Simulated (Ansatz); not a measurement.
Ansatz results at the PBE0-D4/def2-TZVP geometry: HOMO energy (PBE0/def2-TZVPP) -6.33 eV; HOMO energy (ωB97M-V/def2-TZVPP) -8.73 eV; size of the dipole moment (B3LYP/def2-TZVPP) 0.64 D.

Each molecule was computed in one conformer, which needn't be the lowest.

Which molecule gave them?
A. `C[N](C)[Mg][SH]`
B. `C[O][Mg][NH2]`
C. `[MgH][SH]`
D. `C[CH2][Mg][CH2]C`

B. The others give `C[N](C)[Mg][SH]`: -5.62, -7.93, 1.34; `[MgH][SH]`: -7.08, -9.27, 1.13; `C[CH2][Mg][CH2]C`: -5.89, -8.06, 0.42.

B3LYP here is the variant with VWN-RPA as its local correlation; programs differ in this.
